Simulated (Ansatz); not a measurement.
Ansatz (a quantum-chemistry and plane-wave program) input (PBE0/def2-TZVPD):

Ansatz 0.2 input:
```yaml
crystal:
  periodic: [false, false, false]
  atoms:
    - {symbol: C, position_ang: [2.49895923, -0.48462890, 0.23797788]}
    - {symbol: C, position_ang: [1.21162017, -0.06056542, -0.01791662]}
    - {symbol: C, position_ang: [0.73051464, 1.01076584, -0.81124619]}
    - {symbol: C, position_ang: [-0.66882476, 1.01475889, -0.74014322]}
    - {symbol: C, position_ang: [-1.06650080, -0.03104651, 0.08024587]}
    - {symbol: N, position_ang: [0.07115752, -0.66682475, 0.50588719]}
    - {symbol: C, position_ang: [-2.42126403, -0.47841628, 0.49396585]}
    - {symbol: H, position_ang: [2.70168878, -1.33313259, 0.87575097]}
    - {symbol: H, position_ang: [3.33636485, 0.03338665, -0.20232086]}
    - {symbol: H, position_ang: [1.35829715, 1.68983477, -1.36353046]}
    - {symbol: H, position_ang: [-1.34068721, 1.70123152, -1.22921437]}
    - {symbol: H, position_ang: [0.08904967, -1.46513793, 1.11509443]}
    - {symbol: H, position_ang: [-2.62241826, -1.50770960, 0.18015537]}
    - {symbol: H, position_ang: [-3.17921488, 0.16150167, 0.04503878]}
    - {symbol: H, position_ang: [-2.54820934, -0.43740702, 1.58051447]}
basis:
  gaussian:
    orbitals: def2-TZVPD
hamiltonian:
  xc: {name: PBE0}
magnetization: {spin_polarized: true, initial_magnetization: 1}
output: {forces: true}
```

End of the output:

```
integrals: 0.32 GiB planned
1631 factors; their error is unknown
0.51 GiB of the device are held for the grids
2.15 GiB of device memory are held for the factors and their scratch space
mean field: 3.11 GiB planned
mean field evaluation 1: about -7823.2984 eV, gradient 4.9e1 eV
mean field evaluation 2: about -7820.6901 eV, gradient 5.3e1 eV
mean field evaluation 4: about -7834.7981 eV, gradient 3.7e0 eV
mean field evaluation 8: about -7834.8739 eV, gradient 2.6e-1 eV
mean field evaluation 16: about -7834.8658 eV, gradient 9.9e-4 eV
mean field -7834.86579021 eV, -287.9260071275 hartree, gradient 4.3e-5 eV, S^2 0.778684; 0 other end points of the search recorded, 0 dependent functions left out
the calculation of the forces begins
reference -7834.86583047 eV, -287.9260086070 hartree; 26, 25 occupied and 305, 306 virtual orbitals, 1631 factors
Total energy: -7834.86583047 eV, -287.9260086070 hartree
Atom 0 at     2.498959    -0.484629     0.237978 Å, force    -0.065055     0.016268    -0.008987 eV/Å
Atom 1 at     1.211620    -0.060565    -0.017917 Å, force    -0.328386     0.013317     0.007224 eV/Å
Atom 2 at     0.730515     1.010766    -0.811246 Å, force    -0.102786    -0.201302     0.159303 eV/Å
Atom 3 at    -0.668825     1.014759    -0.740143 Å, force     0.118458    -0.166926     0.121305 eV/Å
Atom 4 at    -1.066501    -0.031047     0.080246 Å, force     0.198942    -0.040433     0.020361 eV/Å
Atom 5 at     0.071158    -0.666825     0.505887 Å, force     0.011813     0.255447    -0.195866 eV/Å
Atom 6 at    -2.421264    -0.478416     0.493966 Å, force     0.142577     0.028229    -0.029131 eV/Å
Atom 7 at     2.701689    -1.333133     0.875751 Å, force     0.006545    -0.043971     0.033260 eV/Å
Atom 8 at     3.336365     0.033387    -0.202321 Å, force     0.037777     0.033718    -0.027773 eV/Å
Atom 9 at     1.358297     1.689835    -1.363530 Å, force     0.038607     0.042655    -0.034647 eV/Å
Atom 10 at    -1.340687     1.701232    -1.229214 Å, force    -0.040932     0.041836    -0.029806 eV/Å
Atom 11 at     0.089050    -1.465138     1.115094 Å, force    -0.000722     0.011236    -0.008550 eV/Å
Atom 12 at    -2.622418    -1.507710     0.180155 Å, force    -0.001007    -0.018229    -0.011573 eV/Å
Atom 13 at    -3.179215     0.161502     0.045039 Å, force    -0.016531     0.021765    -0.015759 eV/Å
Atom 14 at    -2.548209    -0.437407     1.580514 Å, force     0.000700     0.006390     0.020638 eV/Å
Dipole moment:    -0.287783    -0.227842     0.189391 e Å
```

It need not be the lowest isomer of its formula.
